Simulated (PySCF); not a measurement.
# Structure elucidation problem

The spectra below were simulated for a compound CH₁₁FO₂Si₄.

¹H NMR (400 MHz, computed): δ 5.62 (m, 1H), 5.18 (s, 3H), 3.47 (m, 3H), 0.66 (br s, 1H), 0.33 (d, 3H).

¹³C{¹H} NMR (computed): δ 3.2 (CH3).

Level of theory: PBE0/pcSseg-1 with gauge-including orbitals, structure optimised with GFN2-xTB, in PySCF (single conformer, non-relativistic, one averaged value for each set of equivalent atoms, gas phase).

Shifts are taken against calculated references (same method and geometry level): ¹H (σ = 31.72 ppm), ¹³C (σ = 186.93 ppm) against TMS.

Task: Deduce the structure.

Result: 
Rings plus π bonds: 0. Carbon types of the structure: 1 × CH3, leaving 8 H on heteroatoms. δC 3.2: methyl carbon bonded to Si; an electropositive neighbour leaves it electron-rich and shielded. δH 5.62: hydrogen on a silicon bonded to C, O, Si. δH 5.18: hydrogen on a silicon bonded to O. δH 3.47: hydrogen on a silicon bonded to Si. δH 0.66: hydrogen on an oxygen bonded to Si; exchangeable; this is the value without hydrogen bonding to other molecules. δH 0.33: hydrogen on a methyl carbon bonded to Si; an electropositive neighbour shields it, as in TMS itself.

These data were computed for `O([Si@@]([Si@@H](C)O)(F)[SiH3])[SiH3]`.

The shifts were computed for this structure.

OH/NH shifts are gas-phase values; hydrogen bonding in solution moves them, usually downfield. Splittings by ¹⁹F in the carbon and heteronuclear signals aren't shown, as no couplings were computed. Shifts are as computed. Against solution values, carbons near 30 ppm lie about +3 ppm off and those near 130 ppm about +5 ppm. Of 1309 compounds with measured shifts, 239 miss one by over three times the rms of a fit or turn the order of signals round; such compounds aren't used in these exercises. No couplings were computed; multiplicities are counted from neighbouring protons, with m where these are inequivalent, close in shift, in a saturated or five-membered ring or joined by F or P, and br s for small geminal =CH2 splittings.
